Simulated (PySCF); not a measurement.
Br₂Hf, SMILES [Br][Hf][Br], multiplicity 1.

Geometry: PBE-D3(BJ)/def2-SVP. The spin state was assumed, not searched. The def2 effective core potentials stand for the cores of Hf; spin–orbit coupling is left out.

These are PySCF 2.14.0 with PBE-D3(BJ)/def2-SVP values and carry that method's errors.

Frequencies are harmonic and unscaled.

Computed normal modes with their intensities:
```csv
mode,ν (cm⁻¹),IR (km/mol),moving atoms (share of kinetic energy)
1,31,0.3,"Br 58 %, Hf 42 %"
2,225,1.2,Br 95 %
3,268,55.2,"Br 54 %, Hf 46 %"
```
